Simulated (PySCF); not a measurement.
C3H7FSi2, SMILES C#C[SiH2][C@H](F)[SiH3]. Geometry: B3LYP-D3(BJ)/def2-SVP. The structure was generated by enumeration; whether it is a known compound was not checked. One conformer was computed; it need not be the lowest.

Computed equilibrium geometry at B3LYP-D3(BJ)/def2-SVP (PySCF confirms it by a frequency run) as Cartesian coordinates in Å (one conformer of several):
```xyz
13

C      2.5531     1.5869     1.0166
C      1.9489     0.5950     0.6517
Si     0.9894    -0.8725     0.1068
C     -0.8646    -0.4711     0.2649
F     -1.5622    -1.6379    -0.1251
Si    -1.5134     0.9776    -0.7921
H      3.0906     2.4610     1.3372
H      1.3190    -2.0445     0.9614
H      1.3054    -1.1826    -1.3129
H     -1.0962    -0.2709     1.3281
H     -1.1578     0.7442    -2.2194
H     -0.8951     2.2477    -0.3189
H     -2.9948     1.0506    -0.6555
```
Charge 0, spin multiplicity 1.
